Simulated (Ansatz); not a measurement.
`CS[SiH2]O[SiH3]` + `C/N=C(/O)F` → `O/C(F)=N/[SiH3]` + `CO[SiH2]SC`  (formal exchange of groups at the Si–O bond)

Isolated molecules relaxed with PBE0-D4/def2-TZVP in Ansatz; ΔE leaves out vibrations. CCSD(T)/CBS is the MP2 limit (def2-TZVPP, def2-QZVPP) plus CCSD(T) − MP2 in def2-TZVPP, frozen cores. Double bonds are as drawn, so ΔE can hold a change between cis and trans. Functionals use def2-TZVPP. B3LYP here is the variant with VWN-RPA as its local correlation; programs differ in this. One conformer a species, not always the lowest.

```json
{"level": "PBE-D4", "ΔE (kJ/mol)": "69.5", "difference from CCSD(T)/CBS": "-10.4"}
{"level": "B3LYP-D4", "ΔE (kJ/mol)": "74.9", "difference from CCSD(T)/CBS": "-5.0"}
{"level": "ωB97X-V", "ΔE (kJ/mol)": "74.0", "difference from CCSD(T)/CBS": "-5.9"}
{"level": "B2PLYP", "ΔE (kJ/mol)": "75.3", "difference from CCSD(T)/CBS": "-4.6"}
{"level": "PBE0", "ΔE (kJ/mol)": "72.0", "difference from CCSD(T)/CBS": "-7.9"}
{"level": "HF/def2-TZVPP", "ΔE (kJ/mol)": "78.1", "difference from CCSD(T)/CBS": "-1.8"}
{"level": "CCSD(T)/def2-TZVPP", "ΔE (kJ/mol)": "78.2", "difference from CCSD(T)/CBS": "-1.7"}
{"level": "HF/def2-QZVPP", "ΔE (kJ/mol)": "79.5", "difference from CCSD(T)/CBS": "-0.4"}
{"level": "MP2/def2-QZVPP", "ΔE (kJ/mol)": "80.6", "difference from CCSD(T)/CBS": "0.7"}
{"level": "HF/CBS(def2)", "ΔE (kJ/mol)": "79.7", "difference from CCSD(T)/CBS": "-0.2"}
{"level": "CCSD(T)/CBS", "ΔE (kJ/mol)": "79.9", "difference from CCSD(T)/CBS": "0"}
```

Largest T1 diagnostic among the species: 0.013.

From PBE to PBE0 (25 % exact exchange), in def2-TZVPP and without D4, ΔE moves by +4.0 kJ/mol.
